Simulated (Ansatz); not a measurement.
Start from `C[Se][SiH2]F` and change one atom or group to get `B[Se][SiH2]F`.

Ansatz, PBE0-D4/def2-TZVP geometries, multiplicity 1. Each molecule was computed in one conformer, which needn't be the lowest.

Scalar relativity is left out up to krypton. Spin–orbit coupling is left out; it splits and shifts lone-pair levels of the heavy atoms by tenths of an eV.

| property | `C[Se][SiH2]F` |
| --- | --- |
| HOMO–LUMO gap (PBE/def2-TZVPP) / eV | 4.13 |
| LUMO energy (PBE/def2-TZVPP) / eV | -1.53 |
| HOMO energy (PBE/def2-TZVPP) / eV | -5.66 |
| size of the dipole moment (B3LYP/def2-TZVPP) / D | 2.49 |
| size of the dipole moment (ωB97M-V/def2-TZVPP) / D | 2.45 |
| HOMO energy (B3LYP/def2-TZVPP) / eV | -6.58 |

Q: What does the change do to each property? (Estimate.)

A: Computed: 
```json
{"property": "HOMO–LUMO gap (PBE/def2-TZVPP) / eV", "`B[Se][SiH2]F`": "4.40", "shift": "0.27"}
{"property": "LUMO energy (PBE/def2-TZVPP) / eV", "`B[Se][SiH2]F`": "-2.73", "shift": "-1.20"}
{"property": "HOMO energy (PBE/def2-TZVPP) / eV", "`B[Se][SiH2]F`": "-7.13", "shift": "-1.47"}
{"property": "size of the dipole moment (B3LYP/def2-TZVPP) / D", "`B[Se][SiH2]F`": "1.12", "shift": "-1.37"}
{"property": "size of the dipole moment (ωB97M-V/def2-TZVPP) / D", "`B[Se][SiH2]F`": "1.10", "shift": "-1.35"}
{"property": "HOMO energy (B3LYP/def2-TZVPP) / eV", "`B[Se][SiH2]F`": "-7.91", "shift": "-1.33"}
```

With PBE0 the HOMO falls by 1.36 eV and the LUMO falls by 1.15 eV, so the gap widens by about 0.21 eV. PBE moves the HOMO by -1.47 eV and ωB97M-V by -1.30 eV. Dipoles are sizes alone; their direction can turn.

Positive LUMOs are unbound, so they and the gaps depend on the basis.

B3LYP here is the variant with VWN-RPA as its local correlation; programs differ in this.
